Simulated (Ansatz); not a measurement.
Computed with Ansatz on PBE0-D4/def2-TZVP structures; ΔE is electronic, products minus reactants. CBS: MP2 limit from def2 TZ/QZ plus the TZ coupled-cluster correction, frozen cores. This one scheme is used for every species. DFT in def2-TZVPP. B3LYP here is the variant with VWN-RPA as its local correlation; programs differ in this. One conformer a species, not always the lowest.

`C=C(CCl)[SiH2]F` + H–F → `C=C(F)CCl` + `F[SiH3]`  (substitution at a C–Si bond)

```json
{"level": "PBE-D4", "ΔE (kJ/mol)": "63.9", "difference from CCSD(T)/CBS": "-16.2"}
{"level": "PBE0-D4", "ΔE (kJ/mol)": "68.4", "difference from CCSD(T)/CBS": "-11.7"}
{"level": "B3LYP-D4", "ΔE (kJ/mol)": "63.8", "difference from CCSD(T)/CBS": "-16.3"}
{"level": "ωB97X-V", "ΔE (kJ/mol)": "60.6", "difference from CCSD(T)/CBS": "-19.5"}
{"level": "ωB97M-V", "ΔE (kJ/mol)": "65.9", "difference from CCSD(T)/CBS": "-14.2"}
{"level": "B2PLYP", "ΔE (kJ/mol)": "62.1", "difference from CCSD(T)/CBS": "-18.0"}
{"level": "PBE", "ΔE (kJ/mol)": "55.1", "difference from CCSD(T)/CBS": "-25.0"}
{"level": "r2SCAN", "ΔE (kJ/mol)": "58.8", "difference from CCSD(T)/CBS": "-21.3"}
{"level": "PBE0", "ΔE (kJ/mol)": "60.6", "difference from CCSD(T)/CBS": "-19.5"}
{"level": "B3LYP", "ΔE (kJ/mol)": "49.6", "difference from CCSD(T)/CBS": "-30.5"}
{"level": "HF/def2-TZVPP", "ΔE (kJ/mol)": "47.2", "difference from CCSD(T)/CBS": "-32.9"}
{"level": "MP2/def2-TZVPP", "ΔE (kJ/mol)": "85.0", "difference from CCSD(T)/CBS": "4.9"}
{"level": "CCSD/def2-TZVPP", "ΔE (kJ/mol)": "70.8", "difference from CCSD(T)/CBS": "-9.3"}
{"level": "MP2/def2-QZVPP", "ΔE (kJ/mol)": "88.6", "difference from CCSD(T)/CBS": "8.5"}
{"level": "SCS-MP2/def2-QZVPP", "ΔE (kJ/mol)": "77.9", "difference from CCSD(T)/CBS": "-2.2"}
{"level": "HF/CBS(def2)", "ΔE (kJ/mol)": "47.0", "difference from CCSD(T)/CBS": "-33.1"}
{"level": "CCSD(T)/CBS", "ΔE (kJ/mol)": "80.1", "difference from CCSD(T)/CBS": "0"}
```

Largest T1 diagnostic among the species: 0.011.

From PBE to PBE0 (25 % exact exchange), in def2-TZVPP and without D4, ΔE moves by +5.5 kJ/mol. In def2-TZVPP, CCSD(T) changes the Hartree–Fock value by +26.5 kJ/mol (the triples alone add +2.9 kJ/mol) and MP2 by +37.8 kJ/mol.
